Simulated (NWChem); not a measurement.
A series in which one site is exchanged, each optimised at B3LYP/6-31G* with NWChem, gas phase unless a solvent is named. All stand in one matching conformer (torsions within 35°), which need not be the lowest. Pople sets run with spherical d functions. This build's default masses of Se (78.918 u) and Br (79.917 u) are each other's, which moves their modes by up to 0.6 %. Shieldings are non-relativistic GIAO values without spin-orbit effects.

A: [Cl][Ga]([Br])[OH] (GaHOBrCl; site = Br)
B: [OH][Ga]([Cl])[Cl] (GaHOCl2; site = Cl)
C: [OH][GaH][Cl] (GaH$_{2}$OCl; site = H)
D: [OH][Ga]([F])[Cl] (GaHOClF; site = F)

Values for A:

| Property | Result |
|---|---|
| static polarisability, PBE0/def2-SVPD (bohr³) | 66.7 |
| lowest singlet excitation, PBE0/def2-SVPD, TDA (eV) | 5.49 |
| Ga absolute shielding, KT2/pcSseg-1 (ppm) | 1399.9 |
| Ga absolute shielding, B3LYP/6-31G* (ppm) | 1620.1 |

How do these values change for the other members?


```json
[
 {"change from A": "static polarisability, PBE0/def2-SVPD (bohr³)", "B": "-8.4", "C": "-20.2", "D": "-23.5"},
 {"change from A": "lowest singlet excitation, PBE0/def2-SVPD, TDA (eV)", "B": "+0.57", "C": "+0.70", "D": "+0.62"},
 {"change from A": "Ga absolute shielding, KT2/pcSseg-1 (ppm)", "B": "+20.6", "C": "-39.9", "D": "+101.5"},
 {"change from A": "Ga absolute shielding, B3LYP/6-31G* (ppm)", "B": "+16.0", "C": "-31.9", "D": "+82.5"}
]
```
